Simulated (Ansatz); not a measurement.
Mulliken charges of Cl2HOSc, SMILES `[OH][Sc]([Cl])[Cl]` from PBE/def2-TZVPP in Ansatz (PBE0-D4/def2-TZVP geometry).

```tsv
atom	x (Å)	y (Å)	z (Å)	charge (e)
O1	0.516	1.204	0.343	-0.488
Sc2	-0.180	-0.418	-0.121	0.818
Cl3	0.842	-2.335	0.622	-0.268
Cl4	-2.061	-0.500	-1.434	-0.268
H5	0.883	2.050	0.589	0.205
```

Problem. By hand: the dipole of these point charges (1 e Å = 4.8032 D).

Solution. Σ q r = (0.109, 0.251, 0.072) e Å, of length 0.283 e Å = 1.36 D.

Problem. How does the dipole of the full density compare? (Best estimate.)

Solution. Computed: (0.241, 0.557, 0.160) e Å, 3.01 D; the point charges give 0.45 times that, at 0° from its direction.

Point charges leave out the atoms' own dipoles, such as those of lone pairs, and Mulliken's split depends on the basis, so the two needn't agree.
